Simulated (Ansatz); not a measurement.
`[OH][Al]([F])[Cl]` + H–F → `[F][Al]([F])[Cl]` + H₂O at 600 K and 1 bar (ligand exchange at the Al–O bond).

Calculated with Ansatz (gas phase, PBE0-D4/def2-TZVP geometries, no zero-point term in ΔE). CCSD(T)/CBS is extrapolated from def2-TZVPP and def2-QZVPP, frozen cores. One conformer a species, not always the lowest.

```json
{"species": "`[OH][Al]([F])[Cl]`", "CCSD(T)/CBS energy (Eh)": "-877.57344", "H − E (kJ/mol)": "89.3", "S (J/(mol·K))": "370.3"}
{"species": "H–F", "CCSD(T)/CBS energy (Eh)": "-100.39431", "H − E (kJ/mol)": "42.3", "S (J/(mol·K))": "194.0"}
{"species": "`[F][Al]([F])[Cl]`", "CCSD(T)/CBS energy (Eh)": "-901.60696", "H − E (kJ/mol)": "54.4", "S (J/(mol·K))": "348.7"}
{"species": "H₂O", "CCSD(T)/CBS energy (Eh)": "-76.37685", "H − E (kJ/mol)": "76.8", "S (J/(mol·K))": "212.8"}
```

H − E and S are ideal-gas, rigid-rotor, harmonic terms from PBE0-D4/def2-TZVP, for one conformer and one mirror image of each species. 1 Eh = 2625.50 kJ/mol, R = 8.31446 J/(mol·K).

Question: By hand: ΔE, ΔH, ΔS and ΔG.

Answer: ΔE = (-901.60696) + (-76.37685) − (-877.57344) − (-100.39431) = -0.01606 Eh = -42.2 kJ/mol. Δ(H − E) = 54.4 + 76.8 − 89.3 − 42.3 = -0.4, so ΔH = -42.6 kJ/mol. ΔS = 348.7 + 212.8 − 370.3 − 194.0 = -2.8 J/(mol·K). ΔG = -42.6 − 600 × (-2.8)/1000 = -40.9 kJ/mol.

Question: By hand: the equilibrium constant, and the temperature at which ΔG would vanish if ΔH and ΔS stayed fixed.

Answer: log₁₀ K = −ΔG/(RT ln 10) = 3.6. ΔG = 0 at ΔH/ΔS = 15214 K, far beyond where these terms or the molecules hold.

The number of gas molecules stays the same, so ΔS is small and ΔH decides. A doubt of 5 kJ/mol in ΔE shifts log₁₀ K by 0.4 here. Other conformers and mirror images would add mixing entropy, several J/(mol·K) or more a flexible species. These are equilibria of isolated gas molecules and say nothing of rates. Largest T1 diagnostic: 0.012 (customary marks: 0.02 for closed shells, 0.045 for open ones).
